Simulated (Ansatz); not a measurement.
Isolated molecules relaxed with PBE0-D4/def2-TZVP in Ansatz; ΔE leaves out vibrations. CCSD(T)/CBS is the MP2 limit (def2-TZVPP, def2-QZVPP) plus CCSD(T) − MP2 in def2-TZVPP, frozen cores. DFT in def2-TZVPP. HSE06 is defined as in plane-wave codes. Elements past krypton have def2 core potentials. For Cd, In outer-core shells are correlated without core-valence functions, which leaves a few kJ/mol of doubt a bond. Each species was taken in one conformer, which may not be the lowest.

Consider the redistribution: `[NH2][Cd][OH]` + `C[S][In]([F])[F]` → `C[S][Cd][OH]` + `[NH2][In]([F])[F]`.

`[NH2][Cd][OH]`:

Cartesian coordinates in Å:
```
N -0.576 -1.460 -0.392
Cd -0.104 0.423 0.095
O 0.087 2.319 0.567
H -0.257 -2.122 0.306
H -0.151 -1.742 -1.268
H 1.001 2.582 0.692
```

`C[S][In]([F])[F]`:

Z-matrix (Å, degrees):
```
C
S 1 1.824
H 1 1.088 2 111.7
H 1 1.088 2 111.6 3 -123.8
H 1 1.090 2 105.2 3 118.1
In 2 2.338 1 100.6 3 61.6
F 6 1.931 2 128.6 1 -180.0
F 6 1.942 2 120.2 1 0.0
```

`C[S][Cd][OH]`:

Cartesian coordinates in Å:
```
C 0.350 0.440 -1.662
S -1.239 0.496 -0.773
Cd -0.707 -0.391 1.301
O -0.310 -1.249 3.030
H 0.153 0.848 -2.654
H 1.108 1.056 -1.182
H 0.717 -0.579 -1.777
H -0.073 -0.621 3.717
```

`[NH2][In]([F])[F]`:

Cartesian coordinates in Å:
```
N -1.204 0.183 0.147
In 0.782 0.023 -0.004
F 1.904 -0.837 1.317
F 1.840 0.893 -1.371
H -1.644 -0.577 0.648
H -1.678 0.315 -0.737
```

CCSD(T)/CBS gives -0.16 eV.

**Question.** Another level gave -0.08 eV. Which?
A. HF/def2-TZVPP
B. LC-ωPBE/def2-TZVPP
C. HSE06-D4/def2-TZVPP
D. BLYP/def2-TZVPP

**Answer.** D. BLYP -0.08, HSE06-D4 -0.13, LC-ωPBE -0.17, HF/def2-TZVPP -0.25 eV.

Largest T1 diagnostic among the species: 0.016.

In def2-TZVPP, CCSD(T) changes the Hartree–Fock value by +0.13 eV (the triples alone add +0.02 eV) and MP2 by +0.14 eV. From BLYP to BHLYP (50 % exact exchange), in def2-TZVPP and without D4, ΔE moves by −0.09 eV.
